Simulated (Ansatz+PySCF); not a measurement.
The numbers below are computed, except where a source is named.
Input for PySCF 2.14.0:

```python
from pyscf import gto, scf, cc

mol = gto.M(atom="""
C 0.000000 0.000000 2.028000
Be 0.000000 0.000000 0.000000
C 0.000000 0.000000 -2.028000
""", basis='sto-3g', charge=0, spin=0)
mf = scf.UHF(mol)
mf.kernel()
mycc = cc.CCSD(mf, frozen=3).run()
et = mycc.ccsd_t()
print(mf.e_tot, mycc.e_corr, et, mycc.e_tot + et)
```

The script is written out from the run's settings.

The run gave:

```
Converged                       : yes
Reference energy                : -88.67070 hartree
CCSD correlation energy         : -0.22147 hartree
Triples correction              : -0.02751 hartree
Total energy                    : -88.91968 hartree
Spin squared of the determinant : 1.000
```

This is not the lowest solution: another run reaches a determinant 5.91 eV lower. Caution: large share of triples, a single reference is doubtful; the unrestricted determinant is a mixture of spin states; the determinant may break the point group; another reference gives a lower total.
